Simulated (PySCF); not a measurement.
# Gas-phase XPS of n-GeGeGeSiGeGeH14, computed

n-GeGeGeSiGeGeH14.
Z-matrix (Å and degrees, PBE0-D3(BJ)/def2-SVP geometry), rows numbered from 1:
```
Ge
Ge  1  2.4258
Ge  2  2.4258  1  109.65
Si  3  2.3834  2  108.68  1    56.32
Ge  4  2.3886  3  109.41  2    49.46
Ge  5  2.4247  4  111.76  3   -87.48
H   1  1.5410  2  109.65  3   -43.71
H   1  1.5394  2  111.43  3  -164.02
H   1  1.5402  2  109.80  3    75.12
H   2  1.5424  1  109.82  3   119.20
H   2  1.5422  1  110.07  3  -122.02
H   3  1.5425  2  110.04  1   176.50
H   3  1.5429  2  109.36  1   -64.58
H   4  1.4970  3  110.63  2   171.18
H   4  1.4966  3  109.06  2   -69.90
H   5  1.5431  4  109.51  3    33.76
H   5  1.5430  4  110.03  3   151.95
H   6  1.5394  5  110.82  4    68.66
H   6  1.5393  5  109.97  4   -51.51
H   6  1.5407  5  110.10  4  -171.43
```

The calculation used PySCF 2.14.0, delta-SCF UKS SCAN, pcX-2 on the ionised atom, pcseg-1 elsewhere, spin-free X2C. Vertical ΔSCF values, vacuum level as zero.

Task: Give the core binding energies atom by atom.

Result: 
| atom(s) | bonded to | level | binding energy (eV) | 2p1/2 (eV) | count |
| --- | --- | --- | --- | --- | --- |
| Si4 | 2 H and 2 Ge | Si 2p3/2 | 106.09 | 106.72 | 1 |
| Si4 | 2 H and 2 Ge | Si 1s | 1845.82 | – | 1 |

Task: Express the binding energy of Si 1s of Si4 in atomic units and per mole.

Result: 1845.82 eV = 67.8326 Eh = 178095 kJ/mol.

The 2p values aren't plain energy differences: one relaxed spin-free 2p hole is combined with a matrix within the shell (ground-state 2p orbital-energy differences and spin–orbit coupling). 2p3/2, the mean of its two sublevels, lies a third of the splitting below the shell's mean and 2p1/2 two thirds above it; the statistical areas are 2:1. 2p1/2 minus 2p3/2 (ligand field included): Si 0.62 eV. No level of germanium is listed. One conformer (not necessarily the lowest) at the PBE0-D3(BJ)/def2-SVP geometry, without solvent, vibrations or thermal averaging.
